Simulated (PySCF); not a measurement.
## Electronic absorption of CH10Ge2OSi

Species: CH10Ge2OSi.
InChI=1S/CH10Ge2OSi/c1-4-2-3-5/h2-3H2,1,5H3

Theory: TDDFT wB97X-D/def2-SVPD, vertical, gas phase, core orbitals frozen in the response in PySCF. One conformer (not necessarily the lowest) at the PBE0-D3(BJ)/def2-SVP geometry, without solvent, vibrations or thermal averaging. The wB97X-D/def2-SVPD calculation is non-relativistic and has no spin–orbit coupling, an omission that weighs most on germanium. Torsions of this conformer, `[CH3:1][O:2][GeH2:3][GeH2:4][SiH3:5]`: C1–O2–Ge3–Ge4 69°, O2–Ge3–Ge4–Si5 -47°.

List the vertical singlet excitations with oscillator strengths and describe the spectrum.

```csv
state,E (eV),E (kJ/mol),λ (nm),f,"main configurations (H = HOMO, L = LUMO)"
S1,6.01,580,206.3,0.031,"H→L (70%), H→L+1 (13%)"
S2,6.76,652,183.3,0.057,"H→L+3 (58%), H→L+2 (22%)"
S3,6.86,661,180.9,0.389,"H→L+1 (66%), H→L (15%)"
S4,6.95,671,178.4,0.028,"H→L+2 (59%), H→L+3 (13%)"
S5,7.08,684,175.0,0.032,"H-1→L (55%), H-1→L+1 (10%)"
S6,7.32,706,169.4,0.068,"H-2→L (61%), H-1→L (13%)"
S7,7.43,716,167.0,0.013,"H→L+5 (56%), H→L+4 (20%)"
S8,7.48,722,165.7,0.014,"H→L+4 (23%), H-1→L+1 (23%), H-1→L+2 (12%)"
S9,7.68,741,161.5,0.0039,"H-1→L+3 (25%), H-1→L+2 (16%), H-3→L (15%)"
S10,7.68,741,161.5,0.104,"H-1→L+1 (45%), H→L+4 (13%)"
```

Triplets, Tamm–Dancoff:

```json
{"state": "T1", "E (eV)": "5.53", "λ (nm)": "224.3", "main configurations (H = HOMO, L = LUMO)": "H→L (78%)"}
{"state": "T2", "E (eV)": "6.01", "λ (nm)": "206.4", "main configurations (H = HOMO, L = LUMO)": "H→L+1 (42%), H→L+2 (19%), H→L+3 (9%)"}
{"state": "T3", "E (eV)": "6.35", "λ (nm)": "195.2", "main configurations (H = HOMO, L = LUMO)": "H→L+3 (53%), H→L+1 (12%), H→L+5 (12%)"}
{"state": "T4", "E (eV)": "6.58", "λ (nm)": "188.5", "main configurations (H = HOMO, L = LUMO)": "H→L+2 (43%), H-1→L (30%)"}
```

The lowest singlet lies at 6.01 eV (206 nm, ultraviolet) and is of moderate strength; its leading configuration is HOMO→LUMO (70%). The most intense listed level is S3 at 6.86 eV (181 nm, f = 0.389), 0.85 eV above S1. S9/S10 lie within about 0.01 eV of each other. Löwdin shares by element: HOMO germanium 37%, oxygen 32%, silicon 7% (atoms not listed hold the other 24%); LUMO germanium 45%, silicon 16%, hydrogen 8% or more (atoms not listed hold the other 30%). The listed states span 1.67 eV, and the widest gap between neighbours is 0.75 eV (S1 to S2). Of the 10 states listed, 9 reach f = 0.01 and none stays under 0.0005. Orbital energies (eV): HOMO-3 -10.93, HOMO-2 -10.38, HOMO-1 -10.13, HOMO -9.17, LUMO 1.19, LUMO+1 1.55, LUMO+2 1.66. The vertical ionisation energy (ΔSCF) is 9.26 eV, 1.58 eV above S10. The window holds the lowest 10 singlets.
